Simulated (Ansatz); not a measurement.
Molecule: SiCl2, charge 0, multiplicity 3. This is an excited triplet: at this geometry the singlet lies 2.12 eV lower at RI-MP2/CBS(aug-cc-pV(T+d)Z,aug-cc-pV(Q+d)Z)+[CCSD(T)-MP2]/aug-cc-pV(T+d)Z. 
Geometry from a B3LYP-D3(BJ)/def2-TZVP (Ansatz, a program for electronic structure) optimisation:
SMILES: Cl[Si]Cl
```xyz
3

Si    -0.0175     0.0179     0.7482
Cl     1.1448     1.3506    -0.3139
Cl    -1.1304    -1.3653    -0.3022
```
Charge 0, spin multiplicity 3.

Basis-set convergence of Hartree-Fock and CCSD(T) correlation energies (hartree) with Ansatz. Valence correlation only, unless marked. Open shells are spin-unrestricted. Spin-orbit coupling is left out. No relativistic terms.

| basis | functions | E(HF) | E(corr, CCSD(T)) |
|---|---|---|---|
| cc-pV(D+d)Z | 69 | -1207.95740 | -0.37200 |
| cc-pV(T+d)Z | 117 | -1208.00356 | -0.50653 |
| cc-pV(Q+d)Z | 192 | -1208.01390 | -0.55286 |

Extrapolating the two largest sets (X = 3 and 4) as X^-3: E(corr) = (64·(-0.55286) - 27·(-0.50653))/37 = -0.5867 Eh, an estimate of the basis-set limit. The largest set recovers 94.2 % of it, the smallest 63.4 %.
